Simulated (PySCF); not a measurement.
C4H8OS2 (charge +1 and doublet state).
Structure used (GFN2-xTB), in Å, numbered top down from 1:
```
atom  x, y, z in Å
C1    -1.968    0.311   -0.695
C2    -1.471   -0.938   -0.600
S3    -0.480   -1.543    0.678
C4     0.010   -0.044    1.519
S5     0.917    1.174    0.353
C6     2.140    0.022   -0.357
O7    -0.079    1.421   -0.701
H8    -2.119    0.964    0.149
H9    -2.422    0.639   -1.617
H10   -1.572   -1.654   -1.404
H11    0.696   -0.308    2.320
H12   -0.842    0.506    1.914
H13    2.683   -0.470    0.442
H14    1.668   -0.698   -1.017
H15    2.834    0.627   -0.936
```

The hyperfine couplings belong to this conformer and change with its torsions.

Identity: `C([S@@](C)=O)[S+]C=C` [radical] (charge +1).

Method used: UKS B3LYP, pcH-1 on C H O S, non-relativistic, mean-field spin-orbit, GIAO (PySCF). Isolated species at its GFN2-xTB geometry (one conformer only). Couplings are sensitive to structure, and on GFN2-xTB geometries they can be far from those on DFT ones, by a factor of two or more for some ions and for spin on atoms past the first row. The frame is twisted about the C1–C2 bond at this geometry (dihedral H9–C1–C2–H10 = -4°); couplings at other torsion angles weren't computed. No stability test was run, so a lower SCF solution isn't excluded.

Question: The isotropic 33S couplings are +12.3, -8.7 MHz. Assign them to S3; S5.

Answer: 
| site | a_iso (MHz) | ρ(0) (bohr⁻³) | position | distance from S3 (Å) | spin population | largest \|T\| (MHz) |
| --- | --- | --- | --- | --- | --- | --- |
| S3 | +12.3 | +0.0366 | largest spin population | 0.00 | +0.31 | 65.3 |
| S5 | -8.7 | -0.0251 | 1 bond from O7 | 3.07 | +0.06 | 17.4 |

ρ(0) is the spin density at the nucleus and T the dipolar tensor; a_iso includes a spin–orbit part; entries for several nuclei are means. Largest spin populations (Mulliken): S3 (+0.31), O7 (+0.24), C1 (+0.24) and C2 (+0.15). Main spin sites, with 60 % or more of the largest population: C1, S3, O7; positions count bonds from the nearest.

Class means assume fast exchange of nuclei equivalent by connectivity; if that motion is slow, each nucleus keeps its own coupling.

The SMILES `C=C[S+]C[S@@](C)=O` draws the unpaired electron on S3, whose computed spin population is only +0.31.
